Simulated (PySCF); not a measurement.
# Computed records: BClH$_{3}$OSi

Computed with PySCF 2.14.0. Calculation on a computer-drawn molecule: the log of a Hartree-Fock and frozen-core CCSD(T) single point meant for a local Hartree-Fock minimum, with one planted fault or none, to be diagnosed. Offsets are logged minus clean, where the clean run is the same molecule without the fault. The reference is restricted for singlets and unrestricted otherwise, and also for a bond in bohr or an excited solution. Adding or removing an electron swaps singlet and doublet. The excited solution moves the top pair (singlet) or top alpha electron (doublet) to the lowest empty orbital. Highest occupied and lowest empty are orbital energies over both spins, largest force is the largest gradient component, triples share is (T) over the correlation energy, the T1 limit is 0.02 restricted and 0.045 unrestricted, electrons count all cores, a negative frequency is imaginary (commonest isotopes), and the dipole is about the centre of nuclear charge.

Common to all runs: meant charge 1; meant multiplicity 1; meant basis cc-pV(D+d)Z; logged basis functions 89; logged SCF converged yes; possible faults no fault, one electron removed, one electron added, multiplicity raised by two, geometry at a saddle point, SCF held on an excited solution, minimal basis STO-3G, one bond length entered in bohr, all coordinates scaled.

(1) BClH$_{3}$OSi

Logged structure:
```xyz
7
BClH3OSi
O     -1.2966    -2.2465     1.3898
Si    -1.3032    -1.3490     0.0442
B     -2.1340    -2.7925    -1.2255
Cl    -2.7789    -3.9352    -2.1768
H     -0.9892    -1.9725     2.2449
H      0.0009    -1.0483    -0.5507
H     -2.2549    -0.2365     0.0020
```

```
logged electrons                     : 45
logged spin squared                  : 0.765
logged highest occupied              : -24.31 eV
logged lowest empty                  : -13.361 eV
logged largest force                 : 0.12761 hartree/bohr
logged T1 diagnostic                 : 0.056464
logged D1 diagnostic                 : 0.34426
logged triples share                 : 0.032926
logged CC converged                  : yes
logged dipole magnitude              : 7.1851 debye
logged SCF stable within its kind    : yes
logged energy HF                     : -848.93976 hartree
logged energy CCSD(T)                : -849.4482 hartree
planted fault                        : one electron removed
HF energy offset from clean run      : 362.2 kcal/mol
CCSD(T) energy offset from clean run : 378.6 kcal/mol
```

Drawn bonds:
```
atom  other atom  order
   1           2      1
   2           3      1
   3           4      1
   1           5      1
   2           6      1
   2           7      1
```

Notes: T1 above single-reference limit.

(2) BClH$_{3}$OSi

Structure as in entry 1.

```
logged electrons                     : 47
logged spin squared                  : 0.7683
logged highest occupied              : -6.5974 eV
logged lowest empty                  : 2.2417 eV
logged largest force                 : 0.072535 hartree/bohr
logged T1 diagnostic                 : 0.016101
logged D1 diagnostic                 : 0.053194
logged triples share                 : 0.025301
logged CC converged                  : yes
logged dipole magnitude              : 2.5617 debye
logged SCF stable within its kind    : yes
logged energy HF                     : -849.71935 hartree
logged energy CCSD(T)                : -850.26042 hartree
planted fault                        : one electron added
HF energy offset from clean run      : -127 kcal/mol
CCSD(T) energy offset from clean run : -131.1 kcal/mol
```

Drawn bonds:
```
atom  other atom  order
   1           2      1
   2           3      1
   3           4      1
   1           5      1
   2           6      1
   2           7      1
```

(3) BClH$_{3}$OSi

Logged structure:
```xyz
7
BClH3OSi
O     -1.4262    -2.4711     1.5287
Si    -1.4335    -1.4839     0.0487
B     -2.3474    -3.0718    -1.3481
Cl    -3.0568    -4.3287    -2.3945
H     -1.0881    -2.1697     2.4694
H      0.0010    -1.1531    -0.6058
H     -2.4804    -0.2602     0.0022
```

```
logged electrons                     : 46
logged spin squared                  : 0
logged highest occupied              : -17.387 eV
logged lowest empty                  : -4.784 eV
logged largest force                 : 0.074123 hartree/bohr
logged T1 diagnostic                 : 0.020098
logged D1 diagnostic                 : 0.052945
logged triples share                 : 0.03117
logged CC converged                  : yes
logged dipole magnitude              : 2.4529 debye
logged SCF stable within its kind    : yes
logged energy HF                     : -849.45828 hartree
logged energy CCSD(T)                : -850.00553 hartree
planted fault                        : all coordinates scaled, by +10.0 %
HF energy offset from clean run      : 36.87 kcal/mol
CCSD(T) energy offset from clean run : 28.82 kcal/mol
```

Drawn bonds:
```
atom  other atom  order
   1           2      1
   2           3      1
   3           4      1
   1           5      1
   2           6      1
   2           7      1
```

Notes: T1 above single-reference limit.

(4) BClH$_{3}$OSi

Structure as in entry 1.

```
logged electrons                  : 46
logged spin squared               : 0
logged highest occupied           : -9.7387 eV
logged lowest empty               : -12.955 eV
logged largest force              : 0.11706 hartree/bohr
logged CC converged               : no
logged dipole magnitude           : 8.1629 debye
logged SCF stable within its kind : no
logged energy HF                  : -848.8717 hartree
planted fault                     : SCF held on an excited solution
HF energy offset from clean run   : 405 kcal/mol
```

Drawn bonds:
```
atom  other atom  order
   1           2      1
   2           3      1
   3           4      1
   1           5      1
   2           6      1
   2           7      1
```

Notes: CCSD not converged.
